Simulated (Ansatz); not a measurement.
```yaml
crystal:
  periodic: [false, false, false]
  atoms:
    - {symbol: Ge, position_ang: [0.701849, -0.004353, -0.193458]}
    - {symbol: Cl, position_ang: [1.681992, 0.095607, 1.775347]}
    - {symbol: Cl, position_ang: [2.374317, -0.094353, -1.609839]}
    - {symbol: N, position_ang: [-0.399432, 1.435289, -0.483922]}
    - {symbol: C, position_ang: [-0.152191, 2.831271, -0.030481]}
    - {symbol: C, position_ang: [1.311095, 3.270343, -0.246367]}
    - {symbol: C, position_ang: [-1.088721, 3.725788, -0.861258]}
    - {symbol: C, position_ang: [-0.529142, 2.941204, 1.458587]}
    - {symbol: H, position_ang: [-0.644268, 1.426402, -1.483300]}
    - {symbol: H, position_ang: [1.454614, 4.333374, 0.037282]}
    - {symbol: H, position_ang: [2.001697, 2.662217, 0.372657]}
    - {symbol: H, position_ang: [1.607600, 3.149068, -1.308269]}
    - {symbol: H, position_ang: [-0.827064, 3.681982, -1.940820]}
    - {symbol: H, position_ang: [-1.007885, 4.782840, -0.538636]}
    - {symbol: H, position_ang: [-2.144134, 3.405091, -0.742546]}
    - {symbol: H, position_ang: [0.106810, 2.281663, 2.080460]}
    - {symbol: H, position_ang: [-1.586668, 2.644175, 1.609742]}
    - {symbol: H, position_ang: [-0.398243, 3.982248, 1.818054]}
    - {symbol: N, position_ang: [-0.388242, -1.440789, -0.435634]}
    - {symbol: C, position_ang: [-0.136940, -2.848548, -0.056502]}
    - {symbol: C, position_ang: [-0.509739, -3.078995, 1.422679]}
    - {symbol: C, position_ang: [-1.018530, -3.725188, -0.966215]}
    - {symbol: C, position_ang: [1.342512, -3.193959, -0.279976]}
    - {symbol: H, position_ang: [-1.350091, -1.154031, -0.213668]}
    - {symbol: H, position_ang: [-0.355002, -4.136858, 1.719047]}
    - {symbol: H, position_ang: [0.105884, -2.435967, 2.083041]}
    - {symbol: H, position_ang: [-1.577800, -2.832616, 1.601369]}
    - {symbol: H, position_ang: [-2.091979, -3.471386, -0.839293]}
    - {symbol: H, position_ang: [-0.895372, -4.800258, -0.723932]}
    - {symbol: H, position_ang: [-0.752695, -3.567040, -2.030078]}
    - {symbol: H, position_ang: [2.000809, -2.603905, 0.390631]}
    - {symbol: H, position_ang: [1.647925, -2.995009, -1.325685]}
    - {symbol: H, position_ang: [1.517033, -4.265317, -0.059026]}
basis:
  gaussian: {orbitals: def2-TZVP, initial_orbitals: start.molden}
hamiltonian: {xc: pbe0, dispersion: d4}
scf: {omitted_lower_state_checks: [starts]}
output: {orbitals: {seedname: orbitals}}
```

The file start.molden holds the orbitals of an earlier run on this structure, at another level or in another basis.

```sh
$ ansatz run in.yaml --threads 4 --pin off --events-out ev --progress --plain --max-ram 6963MiB
```

Q: Does this run fit into the memory that it is given?

A: No. It has 552 basis functions, and Ansatz plans for 7.02 GiB where 6.79 GiB are given.
